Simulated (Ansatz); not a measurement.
Stepwise reaction of `[CH3][Y]([CH3])[OH]` with water, as a gas-phase model of exchange steps in deposition or etching. ΔE in kJ/mol; ΔG adds harmonic PBE0-D4 terms to CCSD(T)/CBS, at 1 bar.

Gas-phase electronic energies from Ansatz, PBE0-D4/def2-TZVP geometries. CCSD(T)/CBS is the MP2 limit (def2-TZVPP, def2-QZVPP) plus CCSD(T) − MP2 in def2-TZVPP, frozen cores. This one scheme is used for every species. Functionals use def2-TZVPP. B3LYP here is the variant with VWN-RPA as its local correlation; programs differ in this. def2 core potentials past Kr. For Y outer-core shells are correlated without core-valence functions, which leaves a few kJ/mol of doubt a bond. One conformer a species, not always the lowest.

```json
{"step": "1", "reaction": "`[CH3][Y]([CH3])[OH]` + H₂O → `[CH3][Y]([OH])[OH]` + CH₄", "PBE-D4": "-200.6", "B3LYP-D4": "-211.5", "ωB97M-V": "-209.0", "CCSD(T)/CBS": "-206.3", "ΔG(600 K)": "-181.4"}
{"step": "2", "reaction": "`[CH3][Y]([OH])[OH]` + H₂O → `[OH][Y]([OH])[OH]` + CH₄", "PBE-D4": "-196.9", "B3LYP-D4": "-207.1", "ωB97M-V": "-201.2", "CCSD(T)/CBS": "-199.2", "ΔG(600 K)": "-166.4"}
```

By hand: ΔE of the 2 steps together at CCSD(T)/CBS.

(-206.3) + (-199.2) = -405.5 kJ/mol, or -202.8 kJ/mol a step.

In ΔE each step is higher than the one before. All are downhill at CCSD(T)/CBS. ΔG lies between -181.4 and -166.4 kJ/mol a step. PBE-D4 differs from CCSD(T)/CBS by 2.3 to 5.7 kJ/mol a step. Isolated molecules leave out the surface, adducts and barriers. Largest T1 diagnostic: 0.014.
